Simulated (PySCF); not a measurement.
An excited-state job on `[SiH3]OB1SCCS1`.

Computed with TDDFT PBE0/def2-SVPD, vertical, gas phase, core orbitals frozen in the response (PySCF 2.14.0, density-fitted response routines). Geometry: GFN2-xTB. The command runs a driver script over a list of jobs; the input below is this job's line of settings and its coordinates in Å.

Command:
```bash
OMP_NUM_THREADS=1 python probes_run.py task.json out
```

Input:
```
{"job": {"kind": "uv", "xc": "PBE0", "basis": "def2-SVPD", "nstates": 6, "ntriplets": 2}, "charge": 0, "multiplicity": 1}
Si     3.243771     0.157104     0.442954
O      1.644771     0.412865     0.529999
B      0.362000     0.215641     0.402347
S     -0.875890     1.379050     1.056891
C     -2.306487     0.580743     0.226087
C     -2.074792    -0.910864     0.142591
S     -0.363053    -1.236224    -0.434360
H      3.499571    -1.048912    -0.343016
H      3.744312     1.364947    -0.205679
H      3.643804     0.010074     1.839245
H     -3.194865     0.815852     0.809773
H     -2.392527     1.026018    -0.766175
H     -2.753903    -1.384768    -0.564065
H     -2.177393    -1.381998     1.121265
```

Output:
```
coarse grid: 13560 points
cycle   1  E = -1265.2338686487  dE =  8.789e-01  |g| = 6.382e-01  |ddm| = 6.199e+00
cycle   2  E = -1265.1052508694  dE =  1.286e-01  |g| = 1.039e+00  |ddm| = 2.234e+00
cycle   3  E = -1265.3123497842  dE = -2.071e-01  |g| = 8.964e-02  |ddm| = 1.398e+00
cycle   4  E = -1265.3141882454  dE = -1.838e-03  |g| = 3.526e-02  |ddm| = 2.738e-01
cycle   5  E = -1265.3145170880  dE = -3.288e-04  |g| = 1.123e-02  |ddm| = 9.525e-02
cycle   6  E = -1265.3145546194  dE = -3.753e-05  |g| = 2.151e-03  |ddm| = 3.066e-02
cycle   7  E = -1265.3145558364  dE = -1.217e-06  |g| = 5.223e-04  |ddm| = 4.766e-03
final grid: 117856 points
cycle   8  E = -1265.4529400362  dE = -2.510e-05  |g| = 9.977e-03  |ddm| = 1.040e-01
cycle   9  E = -1265.4529161311  dE =  2.391e-05  |g| = 1.426e-02  |ddm| = 3.405e-02
cycle  10  E = -1265.4529627129  dE = -4.658e-05  |g| = 1.256e-03  |ddm| = 2.170e-02
cycle  11  E = -1265.4529631428  dE = -4.299e-07  |g| = 2.821e-04  |ddm| = 3.455e-03
cycle  12  E = -1265.4529631627  dE = -1.985e-08  |g| = 9.082e-05  |ddm| = 7.431e-04
cycle  13  E = -1265.4529631649  dE = -2.178e-09  |g| = 2.214e-05  |ddm| = 2.245e-04
cycle  14  E = -1265.4529631650  dE = -1.164e-10  |g| = 5.706e-06  |ddm| = 5.613e-05
converged SCF energy = -1265.4529631650

Static polarisability (au): isotropic 104.695, principal 81.812 107.330 124.942

Singlet excitations
state   eV       nm        f      main configurations
  1   5.2573    235.8   0.00037   H->L 0.79, H->L+1 0.10
  2   5.7840    214.4   0.09068   H->L+2 0.57, H->L+1 0.36
  3   5.8039    213.6   0.00704   H->L+1 0.50, H->L+2 0.32, H->L 0.15
  4   6.0435    205.2   0.00501   H-1->L 0.71, H->L+4 0.11
  5   6.5009    190.7   0.00628   H->L+4 0.36, H->L+3 0.27, H-1->L 0.17
  6   6.5885    188.2   0.01344   H->L+3 0.39, H->L+5 0.20, H-1->L+1 0.12

Triplet excitations (Tamm-Dancoff, eV): 4.9107 5.0384
```

The SCF starts on a coarse grid where the log names one; the energy can jump when the final grid takes over, and dE then counts from the start density on the new grid. H and L stand for HOMO and LUMO; the number after each pair is its weight.

Give the mean polarisability as a volume in Å³, and the ratio of the largest to the smallest principal value.

104.695 au × 0.148185 = 15.51 Å³; 124.942/81.812 = 1.53.

Which computed singlet has the largest oscillator strength, and what do all of them sum to?

State 2 at 5.78 eV (214 nm), f = 0.091; the 6 states sum to 0.123.

Main results: HOMO -6.75 eV, LUMO -0.31 eV; lowest singlet 5.26 eV; lowest triplet 4.91 eV (Tamm–Dancoff); mean polarisability 104.7 au.

Rough CPU time on one thread of a shared machine: about 1.7 min (grids of density and orbitals included).

One conformer stands for the species.
Labels such as C1 count atoms from 1, the log's own numbers from 0.
